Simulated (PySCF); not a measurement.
**A survey of ¹⁷O NMR shifts**

- PBE0/pcSseg-1 with gauge-including orbitals
- GFN2-xTB structure
- program: PySCF
- single conformer, isolated molecule, non-relativistic Hamiltonian, fast rotation and ring inversion assumed for equivalent nuclei

Shieldings were converted by a linear fit to measured shifts: ¹⁷O: δ = 266.70 − 0.911σ (rms 10.7 ppm, 155 shifts, 12.2 ppm with the 3 outliers that the fit left out vs liquid water, solution or neat liquid). A few per cent of atoms miss by over 2 rms, more outside the fitted compound classes.

Q: Give the ¹⁷O shifts of `CC#CCCOC(F)F`, `C=C[C@@]1(C)O[SiH2]OC[C@H]1F`.

A: 
| compound | environment | δ (ppm) |
| --- | --- | --- |
| CC#CCCOC(F)F | ether oxygen | 71.7 |
| [CH2:1]=[CH:2][C@@:3]1([CH3:4])[O:5][SiH2:6][O:7][CH2:8][C@H:9]1[F:10] | O5: oxygen bonded to C, Si, in a 6-membered ring | 17.6 |
| [CH2:1]=[CH:2][C@@:3]1([CH3:4])[O:5][SiH2:6][O:7][CH2:8][C@H:9]1[F:10] | O7: oxygen bonded to C, Si, in a 6-membered ring | -14.1 |

Q: Order these by ¹⁷O shift, lowest first.
A. C/C(=C\C(F)F)CC=O
B. C=C/C=C/COC(F)F
C. COCP1CCPCC1
D. CCCCCOCC

A: C (-23.7 ppm, ether oxygen), D (9.9 ppm, ether oxygen), B (65.8 ppm, ether oxygen), A (586.1 ppm, aldehyde oxygen).
